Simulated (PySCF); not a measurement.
Compound: C4H10Si.
Atom-mapped SMILES: `[CH3:1][SiH:2]1[CH2:3][CH2:4][CH2:5]1` (hydrogens: H6, H7, H8 on C1; H9 on Si2; H10, H11 on C3; H12, H13 on C4; H14, H15 on C5)

The calculation used PBE0-D3(BJ)/def2-SVP geometry optimisation, gas phase (PySCF).

Task: Give the optimised bond lengths and angles.

Result: 
| bond | length (Å) | order |
| --- | --- | --- |
| C1–Si2 | 1.876 | single |
| Si2–C3, Si2–C5 | 1.898 | single |
| C3–C4, C4–C5 | 1.552 | single |
| C1–H6, C1–H7, C1–H8 | 1.101 | single |
| Si2–H9 | 1.499 | single |
| C3–H10, C5–H15 | 1.103 | single |
| C3–H11, C5–H14 | 1.099 | single |
| C4–H12 | 1.103 | single |
| C4–H13 | 1.103 | single |

Bonds in one row agree within 0.01 Å and their mean is given. Orders are formal, as drawn. A selection of angles:
| angle | degrees |
| --- | --- |
| Si2–C1–H6 | 110.7 |
| H6–C1–H7 | 108.1 |
| C1–Si2–C3 | 120.8 |
| C1–Si2–H9 | 109.7 |
| C3–Si2–C5 | 78.2 |
| C3–Si2–H9 | 112.0 |
| Si2–C3–C4 | 86.6 |
| Si2–C3–H10 | 110.7 |
| Si2–C3–H11 | 122.2 |
| C4–C3–H10 | 111.1 |
| C4–C3–H11 | 116.5 |
| H10–C3–H11 | 108.3 |
| C3–C4–C5 | 100.9 |
| C3–C4–H12 | 109.6 |
| C3–C4–H13 | 115.0 |
| H12–C4–H13 | 106.7 |
| C4–C5–H14 | 116.6 |
| Si2–C5–H14 | 122.6 |
| Si2–C5–H15 | 110.4 |

Torsions: C1–Si2–C3–C4 -138° (anticlinal); Si2–C3–C4–C5 23° (synperiplanar); C3–C4–C5–Si2 -23° (synperiplanar); C1–Si2–C5–C4 138° (anticlinal).

Si2 (SiH silicon) has angles from 78.2° to 120.9°. The C–Si distances run from 1.876 Å (C1–Si2, drawn single) to 1.898 Å (Si2–C3, drawn single), a spread of 0.022 Å. The 4-membered ring Si2–C3–C4–C5 has internal angles of 78.2° to 100.9° (sum 352°, against 360° for a flat polygon); it is puckered, 0.15 Å rms from its mean plane, widest ring torsion 23°.

Point group: Cs (every atom within 0.08 Å of its image). No frequency check. One conformer, not necessarily the lowest.
